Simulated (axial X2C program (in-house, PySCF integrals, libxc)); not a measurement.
**ZrI: cheaper levels and CCSD(T), 2c**

Calculated with an in-house relativistic program for diatomic molecules. Two-component (2c) means X2C with spin–orbit coupling and atomic mean-field two-electron Coulomb and Gaunt terms. Basis: I dyall-cv3z [11s12p8d4f1g], Zr dyall-cv3z [11s12p9d6f3g] (cores contracted in-house); Gaussian nuclei, density fitting, unrestricted open shells. Masses: I 126.904 u, Zr 89.905 u.

State: Ω = 3/2 (⟨Sz⟩ = -1.50, ⟨Lz⟩ = 3.00 at HF); fragments I + Zr.

```json
{"level": "PBE0", "Re (Å)": "2.726", "ωe (cm⁻¹)": "213.5"}
{"level": "HF", "Re (Å)": "2.851", "ωe (cm⁻¹)": "191.6"}
{"level": "MP2", "Re (Å)": "2.733", "ωe (cm⁻¹)": "214.0"}
{"level": "CCSD", "Re (Å)": "2.763", "ωe (cm⁻¹)": "209.3"}
{"level": "r2SCAN0", "Re (Å)": "2.731", "ωe (cm⁻¹)": "213.9"}
```

Correlated methods: 19 electrons correlated (number of frozen shells: I 4 s, 3 p, 2 d; Zr 3 s, 2 p, 1 d), 357 virtual spin orbitals or spinors in MP2, 140 natural virtuals in coupled cluster.

CCSD(T), same Hamiltonian and basis:

Re = 2.753 Å, ωe = 211.4 cm⁻¹, De = 3.01 eV; T1 = 0.025 (Lee–Taylor normalisation).

Question: Give the differences from CCSD(T) in the columns below.

Answer: 

```
  level  ΔRe (Å)  Δωe (cm⁻¹)
   PBE0   -0.027         2.1
     HF    0.098       -19.8
    MP2   -0.020         2.6
   CCSD    0.010        -2.1
r2SCAN0   -0.022         2.5
```

The state is a single determinant with fixed occupations, the lowest that a limited PBE0 search found. De is counted from the lowest determinant-based energies of the atoms at the same level, without counterpoise correction. De is not given where an atomic determinant may have missed its ground term or J level, or where the truncated virtual space spoils (T). Density functionals use the spin component along the axis (collinear). CCSD and (T) use frozen natural virtuals with an MP2 correction for the truncation; (T) itself is uncorrected, so its De runs slightly low. Without a current term, density functionals place determinants with orbital angular momentum somewhat too high. With several unpaired electrons one determinant need not be a pure state. The lowest spin-free determinant has another configuration (M_S = 3/2, Λ = 0), so the order of states is uncertain and this need not be the ground state.
